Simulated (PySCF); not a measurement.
Species: C2H5F3SSi2.
Z-matrix (Å and degrees, PBE0-D3(BJ)/def2-SVP geometry), rows numbered from 1:
```
F 
C   1  1.3075
F   2  1.3031  1  111.78
C   2  1.3372  1  123.12  3   179.89
F   4  1.3497  2  117.22  1   179.11
Si  4  1.8742  2  126.85  1     2.15
S   6  2.1428  4  110.28  2   107.78
Si  7  2.1607  6   99.53  4    60.31
H   6  1.4855  4  109.40  2    -9.88
H   6  1.4905  4  107.24  2  -131.75
H   8  1.4897  7  111.32  6   -87.11
H   8  1.4897  7  105.96  6   153.82
H   8  1.4922  7  109.63  6    34.64
```

Level of theory: TDDFT wB97X-D/def2-SVPD, vertical, gas phase, core orbitals frozen in the response (PySCF 2.14.0, density-fitted response routines).

Computed states:

```
state  E (eV)       f
   S1    5.98   0.046
   S2    6.36   0.010
   S3    6.39   0.011
   S4    6.59   0.155
   S5    6.78   0.144
   S6    7.06   0.068
   S7    7.33   0.017
   S8    7.52   0.061
   S9    7.55  0.0089
  S10    7.63   0.014
```

Broadening: Gaussians 0.5 eV wide at half height, area fixed by f = 4.319×10⁻⁹ ∫ε dν̃. The cross-section is σ = 3.8235×10⁻²¹ ε cm², given in Mb (10⁻¹⁸ cm²). The width is an assumption, not a result. The curve ends short of the highest state used, and states not computed would add to its high-energy end.

(1) Give the broadened spectrum and its maxima.

(2) Does any computed singlet lie in the visible range?

(3) Coming from long wavelengths, where does ε first pass 100 L mol⁻¹ cm⁻¹?

(4) On this curve, what absorbance would a 10⁻⁴ mol/L sample give at 222 nm over a 1 cm path?

Results:

(1) 
λ (nm), σ (Mb) and a bar:
```
    176.3      34.69 #################
    178.4      42.93 #####################
    180.5      51.27 #########################
    182.6      57.82 #############################
    184.7      60.83 ##############################
    186.8      59.33 #############################
    188.9      53.60 ##########################
    190.9      45.52 ######################
    193.0      36.09 ##################
    195.1      27.44 ##############
    197.2      20.69 ##########
    199.3      16.16 ########
    201.4      13.57 #######
    203.5      12.26 ######
    205.6      11.50 ######
    207.7      10.73 #####
    209.8       9.67 #####
    211.9       8.27 ####
    214.0       6.67 ###
    216.1       5.07 ##
    218.2       3.62 ##
    220.3       2.45 #
    222.4       1.57 #
    224.5       0.95 
    226.6       0.55 
    228.7       0.30 
    230.8       0.16 
    232.9       0.08 
    235.0       0.04 
    237.1       0.02
```

Maxima: 185 nm (6.70 eV), ε about 16000, made up of S4 (46%) and S5 (46%) (ε in L mol⁻¹ cm⁻¹; maxima over ε = 5, shares over 10%).

(2) No computed singlet lies in the visible range (380 to 750 nm); the lowest, at 207 nm, stands 2.72 eV above its violet end (3.26 eV).

(3) At about 228 nm (5.44 eV), 0.54 eV below S1.

(4) 222 nm is 5.585 eV, where ε is about 450 L mol⁻¹ cm⁻¹, so A = ε c l ≈ 0.045 (Beer–Lambert, with the gas-phase spectrum and the assumed width).

All these states lie below the vertical ionisation energy of 9.55 eV (ΔSCF).

The run took 5.9 min (with the writing of density and orbital grids) on one thread, Arm Neoverse N1 (aarch64), shared host with 64 logical CPUs at a one-minute load of 62, and the process peaked at 0.99 GiB of memory.

One conformer stands for the species.
